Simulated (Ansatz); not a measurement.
One change: `[CH3][Al]([OH])[Br]` becomes `[CH3][Al]([OH])[SiH3]`.

Ansatz, PBE0-D4/def2-TZVP geometries, multiplicity 1. Each molecule was computed in one conformer, which needn't be the lowest.

Scalar relativity is left out up to krypton.

| property | `[CH3][Al]([OH])[Br]` |
| --- | --- |
| HOMO–LUMO gap (PBE/def2-TZVPP) / eV | 5.85 |
| HOMO energy (B3LYP/def2-TZVPP) / eV | -8.07 |
| LUMO energy (ωB97M-V/def2-TZVPP) / eV | 1.18 |
| LUMO energy (PBE/def2-TZVPP) / eV | -1.17 |
| HOMO–LUMO gap (ωB97M-V/def2-TZVPP) / eV | 11.73 |
| zero-point energy (PBE0-D4/def2-TZVP) / kJ/mol | 133.3 |

(1) Give the same properties after the change, and the shifts. (Estimate.)

Results:

(1) Ansatz gave: 
```json
{"property": "HOMO–LUMO gap (PBE/def2-TZVPP) / eV", "`[CH3][Al]([OH])[SiH3]`": "4.36", "shift": "-1.49"}
{"property": "HOMO energy (B3LYP/def2-TZVPP) / eV", "`[CH3][Al]([OH])[SiH3]`": "-7.11", "shift": "0.96"}
{"property": "LUMO energy (ωB97M-V/def2-TZVPP) / eV", "`[CH3][Al]([OH])[SiH3]`": "0.59", "shift": "-0.59"}
{"property": "LUMO energy (PBE/def2-TZVPP) / eV", "`[CH3][Al]([OH])[SiH3]`": "-1.81", "shift": "-0.64"}
{"property": "HOMO–LUMO gap (ωB97M-V/def2-TZVPP) / eV", "`[CH3][Al]([OH])[SiH3]`": "9.92", "shift": "-1.81"}
{"property": "zero-point energy (PBE0-D4/def2-TZVP) / kJ/mol", "`[CH3][Al]([OH])[SiH3]`": "193.2", "shift": "59.9"}
```

With PBE0 the HOMO rises by 1.03 eV and the LUMO falls by 0.70 eV, so the gap narrows by about 1.73 eV. PBE moves the HOMO by 0.85 eV and ωB97M-V by 1.23 eV. The zero-point energy changes by 59.9 kJ/mol with +9 modes.

B3LYP here is the variant with VWN-RPA as its local correlation; programs differ in this.

Spin–orbit coupling is left out; it splits and shifts lone-pair levels of the heavy atoms by tenths of an eV.
